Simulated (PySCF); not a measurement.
PySCF was given this input:
```python
from pyscf import gto, scf, dft

mol = gto.M(
    atom='''
Si    1.667041   -0.215645    0.063409
N     0.000000    0.000000    0.000000
Si   -1.667041    0.215645   -0.063409
H     2.071340   -1.106991   -1.032411
H     2.319730    1.092646   -0.082019
H     2.018212   -0.814746    1.358220
H    -2.290779   -0.603350    0.984911
H    -2.148902   -0.203873   -1.386509
H    -1.969601    1.636313    0.157808
''',
    basis='3-21g',
    charge=0,
    spin=1,
    verbose=4,
)

mf = dft.UKS(mol)
mf.xc = 'camb3lyp'
mf.kernel()
```

**Question.** What does this run give for the Mulliken (on the basis functions themselves) charges in atom order, nuclear repulsion energy, total energy, dipole moment, HOMO energy, number of basis functions?

**Answer.** 
```
Item                                                                                                                                                   Value
------------------------------------------------------------------  ----------------------------------------------------------------------------------------
Mulliken (on the basis functions themselves) charges in atom order  Si1 0.83, N2 -0.83, Si3 0.83, H4 -0.15, H5 -0.15, H6 -0.12, H7 -0.12, H8 -0.14, H9 -0.15
nuclear repulsion energy                                                                                                                         144.6238 Eh
total energy                                                                                                                                    -633.8457 Eh
dipole moment                                                                                                                                         0.36 D
HOMO energy                                                                                                                                         -7.81 eV
number of basis functions                                                                                                                                 47
```

These values belong to the state on which the SCF converged, which isn't shown to be the lowest.
